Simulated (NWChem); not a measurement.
SiNH5O3; SMILES N[Si](O)(O)O

```xyz
10

N      0.7735     1.5573    -0.1198
Si    -0.0456     0.0656     0.0095
O     -0.7181    -0.3462     1.4693
O      1.1224    -1.0538    -0.3298
O     -1.3549     0.0696    -1.0112
H      1.7534     1.6029     0.1329
H      0.2999     2.4355     0.0508
H     -1.6797    -0.3537     1.4680
H      0.9766    -1.9040     0.0950
H     -1.1760     0.4215    -1.8880
```
Atoms are numbered in this order, from 1.

Level: PBE0/def2-SVP (NWChem), optimised geometry, unscaled harmonic frequencies. 

### Question
List the harmonic frequencies with IR intensities, and the thermochemistry.

### Answer
```csv
frequency (cm⁻¹),IR intensity (km/mol)
130,71.6
220,19.9
242,28.0
260,72.1
300,20.1
335,9.7
354,96.3
363,40.1
403,139.2
413,174.1
760,1.5
793,15.1
824,106.4
833,199.7
846,149.2
922,178.0
987,219.2
1004,303.3
1537,72.6
3629,35.8
3732,41.8
3935,113.8
3936,97.5
3940,81.9
```

```json
{
 "zero_point_energy": "43.9 kcal/mol",
 "thermal correction to the enthalpy at 298.15 K (with zero-point energy)": "49.2 kcal/mol",
 "heat capacity Cv": "27.0 cal/(mol K)",
 "entropy at 298.15 K and 1 atm (symmetry number 1)": "82.1 cal/(mol K)",
 "dipole_moment": "1.11 D"
}
```

Rigid rotor and harmonic oscillator.
